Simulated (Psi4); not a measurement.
B$_{2}$ (SMILES [B][B]), triplet, at a GFN2-xTB geometry, with bond 2-1 at 1.3 times its length; B3LYP/STO-3G run with Psi4.

Here is a job for Psi4.
```
memory 2 GB

molecule {
0 3
B    -0.00000000   -0.00000000   -0.70244061
B     0.00000000    0.00000000    1.12390498
}

set {
  basis sto-3g
  reference uks
  df_basis_scf cc-pvtz-jkfit
}

energy('b3lyp')
print_variables()
```

Problem. What does Psi4 print? Leave out banner, timings and long lists.

Solution. 
```
   => Loading Basis Set <=

    Name: STO-3G
    Role: ORBITAL
    Keyword: BASIS

         ---------------------------------------------------------
                                   SCF
               by Justin Turney, Rob Parrish, Andy Simmonett
                          and Daniel G. A. Smith
                              UKS Reference
         ---------------------------------------------------------

  ==> Geometry <==

    Molecular point group: d2h
    Full point group: D_inf_h

    Geometry (in Angstrom), charge = 0, multiplicity = 3:

       Center              X                  Y                   Z               Mass
    ------------   -----------------  -----------------  -----------------  -----------------
         B            0.000000000000     0.000000000000    -0.913172795000    11.009305360000
         B            0.000000000000     0.000000000000     0.913172795000    11.009305360000

  Running in d2h symmetry.

  Rotational constants: A = ************  B =      0.91812  C =      0.91812 [cm^-1]
  Rotational constants: A = ************  B =  27524.62157  C =  27524.62157 [MHz]
  Nuclear repulsion =    7.243662064390564

  Charge       = 0
  Multiplicity = 3
  Electrons    = 10
  Nalpha       = 6
  Nbeta        = 4

  ==> Algorithm <==

  SCF Algorithm Type is DF.
  DIIS enabled.
  MOM disabled.
  Fractional occupation disabled.
  Guess Type is SAD.
  Energy threshold   = 1.00e-06
  Density threshold  = 1.00e-06
  Integral threshold = 1.00e-12

  ==> Primary Basis <==

  Basis Set: STO-3G
    Blend: STO-3G
    Number of shells: 6
    Number of basis functions: 10
    Number of Cartesian functions: 10
    Spherical Harmonics?: true
    Max angular momentum: 1

  ==> DFT Potential <==

   => LibXC <=

    Version 7.1.2
    S. Lehtola, C. Steigemann, M. J. T. Oliveira, and M. A. L. Marques,  SoftwareX 7, 1–5 (2018) (10.1016/j.softx.2017.11.002)

   => Composite Functional: B3LYP <=

    B3LYP Hyb-GGA Exchange-Correlation Functional

    P. J. Stephens, F. J. Devlin, C. F. Chabalowski, and M. J. Frisch,  J. Phys. Chem. 98, 11623 (1994) (10.1021/j100096a001)

    Deriv               =              1
    GGA                 =           TRUE
    Meta                =          FALSE

    Exchange Hybrid     =           TRUE
    MP2 Hybrid          =          FALSE

   => Exchange Functionals <=

    0.0800   Slater exchange
    0.7200         Becke 88

   => Exact (HF) Exchange <=

    0.2000               HF

[...]
   @S   Observed:                1.000000000E+00

    Orbital Energies [Eh]
    ---------------------

    Alpha Occupied:

[...]
    Alpha Virtual:

[...]
       3B1u    0.405134

    Beta Occupied:

[...]
       2B1u   -0.119805

    Beta Virtual:

[...]
    Final Occupation by Irrep:
             Ag   B1g   B2g   B3g    Au   B1u   B2u   B3u
    DOCC [     2,    0,    0,    0,    0,    2,    0,    0 ]
    SOCC [     1,    0,    0,    0,    0,    0,    0,    1 ]
    NA   [     3,    0,    0,    0,    0,    2,    0,    1 ]
    NB   [     2,    0,    0,    0,    0,    2,    0,    0 ]

  @DF-UKS Final Energy:   -48.69428247761839

   => Energetics <=

    Nuclear Repulsion Energy =              7.2436620643905636
    One-Electron Energy =                 -80.0015307195876915
    Two-Electron Energy =                  30.6526499586181025
    DFT Exchange-Correlation Energy =      -6.5890637810393731
    Empirical Dispersion Energy =           0.0000000000000000
    VV10 Nonlocal Energy =                  0.0000000000000000
    Total Energy =                        -48.6942824776184011

  UHF NO Occupations:
  HONO-2 :    2B1u 1.9982928
  HONO-1 :    1B3u 1.0000000
  HONO-0 :    3 Ag 1.0000000
  LUNO+0 :    3B1u 0.0017072
  LUNO+1 :    1B2u 0.0000000
  LUNO+2 :    1B3g 0.0000000
  LUNO+3 :    1B2g 0.0000000

Computation Completed

Properties will be evaluated at   0.000000,   0.000000,   0.000000 [a0]

Properties computed using the SCF density matrix

 Multipole Moments:

 ------------------------------------------------------------------------------------
     Multipole            Electronic (a.u.)      Nuclear  (a.u.)        Total (a.u.)
 ------------------------------------------------------------------------------------

 L = 1.  Multiply by 2.5417464519 to convert [e a0] to [Debye]
 Dipole X            :          0.0000000            0.0000000            0.0000000
 Dipole Y            :          0.0000000            0.0000000            0.0000000
 Dipole Z            :          0.0000000            0.0000000            0.0000000
 Magnitude           :                                                    0.0000000

 ------------------------------------------------------------------------------------

  Variable Map:
  ----------------------------------------------------------------------------
[...]
  Array Variable Map:
  ----------------------------------------------------------------------------
[...]
[...]
```
